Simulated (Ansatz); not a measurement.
Basis-set extrapolation for C2H9BOSi, SMILES `BC([SiH3])OC` (PBE0-D4/def2-TZVP geometry, frozen core, the Gaussian-basis code of Ansatz). Multiplicity 1, RHF reference.

```
                      def2-TZVPP   def2-QZVPP
                 HF  -469.480845  -469.498532
    MP2 correlation    -0.821402    -0.878101
CCSD(T) correlation    -0.913213      not run
```

Energies in hartree. Use E(X) = E(∞) + A·exp(−7.88·√X) for Hartree–Fock and E(X) = E(∞) + B·X^(−2.97) for correlation, with X = 3 and 4, and add CCSD(T) minus MP2 of the smaller set to the MP2 limit.

Question: What is the CCSD(T) energy at the basis-set limit?

Answer: HF limit: -469.498532 + (-0.017687) × 0.13774 = -469.50097. MP2 limit: -0.878101 + (-0.056699) × 0.74074 = -0.92010. Higher-order term: -0.913213 − (-0.821402) = -0.09181. Total: -470.51288 hartree, 312.0 kJ/mol below CCSD(T)/def2-TZVPP.
